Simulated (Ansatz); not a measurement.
## Redistribution: C2H3BrF2 + C5H7N → C3H6F2 + C4H4BrN

Species: C2H3BrF2 `FCC(F)Br`, singlet; C5H7N (2-methyl-1H-pyrrole) `Cc1ccc[nH]1`, singlet; C3H6F2 `CC(F)CF`, singlet; C4H4BrN `Brc1ccc[nH]1`, singlet. The partners trade Br for CH3; both sit on C, so the bond types are kept.

Shapes, held fixed at every level: PBE0-D4/def2-TZVP. Flexible molecules stand in one conformer, not always the lowest. Programs: Ansatz 0.2.0. Electronic energies: no zero-point or thermal term.

| level | kind | ΔE (kJ/mol) | less CCSD(T)/def2-TZVPP | CPU time (sum over the molecules) |
| --- | --- | --- | --- | --- |
| HF/def2-TZVPP | Hartree–Fock | -0.6 | +2.8 | – |
| r2SCAN-D4/def2-TZVPP | meta-GGA | +0.6 | +4.0 | 46 s |
| PBE0-D4/def2-TZVPP | global hybrid | -0.2 | +3.2 | 32 s |
| wB97M-V/def2-TZVPP | range-separated hybrid | -1.4 | +2.0 | 1.8 min |
| wB97X-V/def2-TZVPP | range-separated hybrid | -2.7 | +0.7 | 71 s |
| B2PLYP/def2-TZVPP | double hybrid | -2.4 | +1.0 | 61 s |
| CCSD/def2-TZVPP | coupled cluster or CI | -3.4 | 0.0 | – |
| CCSD(T)/def2-TZVPP | coupled cluster or CI | -3.4 | 0.0 | 31 min |

The highest level, CCSD(T)/def2-TZVPP, gives ΔE = -3.4 kJ/mol; the levels span -3.4 to +0.6. That is about zero within the method's error. They disagree on the sign: 1 of 8 are positive. The column of differences is taken from that level and isn't an error. No measured value is set beside it here. Relativity is left out for Br unless named. Correlated rows may include outer-core shells of Br, which these sets cover unevenly. Times are processor times on shared x86 and Arm servers, and rough.
